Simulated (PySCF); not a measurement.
Precursor series Zr Cl-NH2. Isolated molecules, 0 K electronic values unless said otherwise. One relaxed conformer stands for each flexible species; it need not be the lowest.

Method: TPSSh-D3(BJ)/def2-TZVP // TPSS-D3(BJ)/def2-SVP (PySCF). All candidates: neutral, multiplicity 1. 

| Quantity | Result |
|---|---|
| HOMO–LUMO gap | 5.54 eV |
| HOMO | -5.93 eV |
| LUMO | -0.39 eV |

Which member has these values?
A) [Zr(Cl)(NH2)3]
B) [Zr(NH2)4]
C) [Zr(Cl)3(NH2)]
D) [Zr(Cl)2(NH2)2]

B, [Zr(NH2)4]. The others give [Zr(Cl)(NH2)3]: 5.60 eV, -6.57 eV, -0.98 eV; [Zr(Cl)3(NH2)]: 4.91 eV, -7.64 eV, -2.73 eV; [Zr(Cl)2(NH2)2]: 4.79 eV, -7.02 eV, -2.23 eV
